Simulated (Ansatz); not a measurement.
Reaction (cleavage of the Si–Si bond): `O[SiH2][Si](F)(Cl)Cl` + `O[SiH]1C=C1` → `O[SiH2]O[SiH]1C=C1` + `F[SiH](Cl)Cl`

Isolated molecules relaxed with PBE0-D4/def2-TZVP in Ansatz; ΔE leaves out vibrations. CCSD(T)/CBS is the MP2 limit (def2-TZVPP, def2-QZVPP) plus CCSD(T) − MP2 in def2-TZVPP, frozen cores. Functionals use def2-TZVPP. B3LYP here is the variant with VWN-RPA as its local correlation; programs differ in this. One conformer a species, not always the lowest.

`O[SiH2][Si](F)(Cl)Cl`:

Z-matrix (Å, degrees):
```
Si
Si 1 2.336
O 1 1.645 2 106.4
H 1 1.489 2 108.8 3 -121.5
H 1 1.488 2 108.0 3 121.2
Cl 2 2.042 1 108.6 3 -178.3
F 2 1.588 1 112.3 3 63.4
Cl 2 2.036 1 112.4 3 -57.6
H 3 0.958 1 118.9 2 179.6
```

`O[SiH]1C=C1`:

```xyz
8

O    -1.111   -0.654    1.524
Si   -0.755    0.079    0.102
C     0.616   -0.351   -0.966
C     0.825    0.810   -0.316
H    -0.382   -1.053    2.002
H    -2.053    0.582   -0.380
H     1.210   -0.928   -1.667
H     1.649    1.515   -0.299
```

`O[SiH2]O[SiH]1C=C1`:

Cartesian coordinates in Å:
```
O 1.182 -2.587 -0.502
Si 0.394 -1.488 -1.427
O 0.109 -0.101 -0.616
Si -0.827 0.645 0.491
C -0.659 2.385 0.853
C -0.146 1.615 1.829
H 2.094 -2.413 -0.270
H -0.882 -2.138 -1.796
H 1.203 -1.114 -2.612
H -2.105 -0.087 0.587
H -0.724 3.457 0.699
H 0.362 1.828 2.763
```

`F[SiH](Cl)Cl`:

Cartesian coordinates in Å:
```
F 1.406 -0.190 -0.781
Si 0.021 0.088 -0.070
Cl 0.332 0.153 1.929
Cl -1.246 -1.420 -0.532
H -0.513 1.369 -0.546
```

Q: Is it downhill or uphill in electronic energy at CCSD(T)/CBS, and by how much? (Best estimate.)

A: The calculation gave: Downhill: ΔE = -136.6 kJ/mol.

Q: What do these levels give: B3LYP-D4, ωB97M-V, B3LYP, MP2/def2-TZVPP, SCS-MP2/def2-TZVPP, CCSD(T)/def2-TZVPP? (An estimate is asked.)

A: Computed: B3LYP-D4 -130.3, ωB97M-V -136.8, B3LYP -134.7, MP2/def2-TZVPP -143.8, SCS-MP2/def2-TZVPP -147.1, CCSD(T)/def2-TZVPP -138.3 kJ/mol.

Largest T1 diagnostic among the species: 0.012.

The D4 term adds +4.4 kJ/mol with B3LYP and +2.4 kJ/mol with PBE0; it sums over pairs of atoms, weighted by their polarisabilities, and B3LYP, whose exchange is more repulsive, gets the larger term. In def2-TZVPP, CCSD(T) changes the Hartree–Fock value by +22.8 kJ/mol (the triples alone add +3.6 kJ/mol) and MP2 by +17.4 kJ/mol.
